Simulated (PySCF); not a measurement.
C3H7BO3. Atoms are numbered in the order given.

```xyz
14

C      3.0286    -0.0717     0.4478
C      1.7049    -0.2855     0.5251
C      0.8341    -0.6657    -0.6394
O     -0.2114     0.2860    -0.8571
B     -1.3493     0.2554    -0.0879
O     -2.3255     1.2053    -0.2870
O     -1.5169    -0.7157     0.8721
H      3.6271     0.1840     1.3362
H      3.5674    -0.1525    -0.5118
H      1.1822    -0.2007     1.4948
H      0.3930    -1.6725    -0.4593
H      1.4347    -0.7142    -1.5714
H     -2.0572     1.8229    -0.9905
H     -2.3756    -0.6116     1.3174
```

Geometry optimised at PBE-D3(BJ)/def2-SVP. The values are those of a single conformer.

The numbers are results of PySCF with PBE-D3(BJ)/def2-SVP, not measurements.

Frequencies are harmonic and unscaled.

```tsv
mode	ν (cm⁻¹)	IR (km/mol)	moving atoms (share of kinetic energy)
1	56	0.0	O 38 %, C 38 %, H 23 %
2	70	2.5	O 51 %, C 33 %, H 16 %
3	112	1.9	C 36 %, H 32 %, O 31 %
4	217	6.4	O 42 %, C 31 %, H 23 %
5	332	13.5	H 37 %, C 30 %, O 29 %
6	363	5.3	C 34 %, O 33 %, H 29 %
7	433	21.0	O 46 %, H 30 %, C 17 %
8	456	177.6	H 89 %, O 9 %
9	513	1.1	O 47 %, H 36 %, C 11 %
10	523	0.2	H 88 %, O 12 %
11	642	32.5	B 58 %, O 17 %, H 16 %, C 10 %
12	662	33.8	H 32 %, O 26 %, B 22 %, C 21 %
13	805	21.5	O 62 %, H 19 %, C 18 %
14	901	3.4	H 66 %, C 25 %, O 9 %
15	908	38.8	H 72 %, C 27 %
16	949	7.6	C 50 %, H 47 %
17	970	194.5	H 65 %, O 24 %
18	989	101.8	H 78 %, O 21 %
19	1001	17.9	H 86 %, C 13 %
20	1097	15.7	O 49 %, C 33 %, H 17 %
21	1141	2.9	C 54 %, H 41 %
22	1243	3.7	H 82 %, C 12 %
23	1251	4.5	H 85 %, C 14 %
24	1315	117.6	H 75 %, C 18 %
25	1380	93.9	H 80 %, C 14 %
26	1405	22.6	H 79 %, C 12 %
27	1433	415.4	B 72 %, O 23 %
28	1469	357.2	B 52 %, H 27 %, O 20 %
29	1676	2.2	C 88 %, H 12 %
30	2950	32.6	H 94 %
31	3022	19.4	H 91 %, C 9 %
32	3065	9.6	H 95 %
33	3087	4.7	H 91 %, C 9 %
34	3165	9.3	H 89 %, C 11 %
35	3751	61.5	H 94 %
36	3762	75.4	H 94 %
```
